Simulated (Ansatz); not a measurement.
A nudged elastic band was laid between two geometries of Cl2GeH2 + H4OSi (11 atoms, charge 0, multiplicity 1).

Computed with Ansatz 0.2.0, RKS PBE/def2-SVP.

```
movable images  : 5
climbing image  : yes
spring          : 5.0 eV/Å²
optimiser       : quadratic models (default)
start path      : through a guess of the saddle point
force threshold : 0.05 eV/Å
iteration limit : 60
end points      : relaxed
```

Initial state:

```xyz
11
Properties=species:S:1:pos:R:3
Ge -0.117 0.568 -0.330
H -0.320 0.510 1.196
Cl 2.000 0.553 -0.796
H -0.720 1.814 -1.022
Cl -1.082 -1.154 -1.250
O 0.887 -1.981 1.422
Si 0.514 -3.571 0.979
H 0.907 -3.743 -0.454
H 1.298 -4.531 1.842
H -0.948 -3.886 1.150
H 1.072 -1.854 2.368
```

Final state:

```xyz
11
Properties=species:S:1:pos:R:3
Ge 0.045 -0.378 -0.710
H 0.561 -0.160 3.620
Cl 1.929 -0.169 -1.756
H -0.412 0.963 -0.112
Cl -1.408 -1.162 -2.115
O 0.244 -1.541 0.611
Si 0.462 -3.224 0.640
H 1.408 -3.652 -0.448
H 1.038 -3.546 1.987
H -0.856 -3.925 0.463
H 0.478 -0.481 2.926
```

(1) What changes between the two ends?

(2) What energy profile does the band end with?

(3) What is the geometry of the highest image?

The band took 38 iterations and roughly 12 core-minutes.

## Answers

(1) Bonds broken: Ge1–H2, O6–H11. Bonds formed: Ge1–O6, H2–H11. Cl2GeH2 + H4OSi becomes Cl2GeH4OSi + H2.

(2) The run converged. The highest image is number 3 of 0 to 6, 32.3 kcal/mol above the first end and 37.7 kcal/mol above the last; the last end lies 5.4 kcal/mol below the first. Neighbouring images differ by up to 1.5 eV, so the band resolves the path poorly. A vibrational analysis at the climbing image gives one clearly imaginary mode, 1184i cm⁻¹: a first-order saddle point. The orbitals stay closed-shell, which can raise the energy where a bond breaks towards radicals; this wasn't checked here.

| image | path coordinate (Å) | energy (kcal/mol) | Ge1–H2 (Å) | O6–H11 (Å) | Ge1–O6 (Å) |
| --- | --- | --- | --- | --- | --- |
| 0 | 0.00 | 0.0 | 1.54 | 0.97 | 3.25 |
| 1 | 1.32 | 0.6 | 1.54 | 0.97 | 3.34 |
| 2 | 2.64 | 10.7 | 1.55 | 0.97 | 2.63 |
| 3 | 3.96 | 32.3 | 1.83 | 1.18 | 1.97 |
| 4 | 5.36 | -2.8 | 2.99 | 2.18 | 1.78 |
| 5 | 6.76 | -5.2 | 3.88 | 2.59 | 1.77 |
| 6 | 8.16 | -5.4 | 4.37 | 2.56 | 1.77 |

(3) 
```xyz
11
Properties=species:S:1:pos:R:3
Ge 0.164 -0.111 -0.065
H 0.936 0.263 1.547
Cl 1.811 0.894 -1.076
H -1.097 0.730 0.238
Cl -0.560 -1.409 -1.733
O 0.444 -1.719 1.036
Si 0.262 -3.431 0.875
H 1.145 -3.941 -0.221
H 0.706 -3.972 2.202
H -1.176 -3.762 0.628
H 0.856 -0.817 1.675
```

The run took 3.2 min on 4 threads of Intel(R) Xeon(R) Platinum 8488C (Sapphire Rapids), with other jobs on the host, peak memory 0.22 GiB.
